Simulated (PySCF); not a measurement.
**How methods differ on the ionisation energy of Tb³⁹⁺**

Tb³⁹⁺ [Ar] 3d8 [3d3/2^4 3d5/2^4, M_J = 4] → Tb⁴⁰⁺ [Ar] 3d7 [3d3/2^4 3d5/2^3, M_J = 9/2], as a difference of total energies. Computed with PySCF 2.14 in an uncontracted even-tempered set (16 s from 8.1 bohr⁻², ratio 2.8; 12 p from 11 bohr⁻², ratio 2.8; 8 d from 11 bohr⁻², ratio 2.8; 3 f from 40 bohr⁻², ratio 3), with the two-component X2C-1e Hamiltonian. Correlated levels: [Ne] frozen; the 74 highest virtual spinors dropped. "Screened" scales the spin-orbit matrix elements by Boettger's factors to mimic the two-electron term; Breit and QED terms are absent.

```csv
method,ionisation energy (eV)
GHF (spin-free),2974.3
GMP2 (spin-free),2975.5
GHF (screened spin-orbit),2962.1
GMP2 (screened spin-orbit),2963.2
```

Breit and QED terms and the two-electron picture change are absent.

The spin-free rows relax to the high-spin LS determinant and lack the spin-orbit shift.

The labels give the starting determinants; with spin-orbit coupling the two ends relaxed to ⟨J²⟩ = 20.00, ⟨L²⟩ = 12.87, ⟨S²⟩ = 1.82 and ⟨J²⟩ = 24.75, ⟨L²⟩ = 15.33, ⟨S²⟩ = 2.69.

For comparison: 2961 ± 4 eV (theoretical estimate listed by NIST; NIST Atomic Spectra Database, ionization energies).
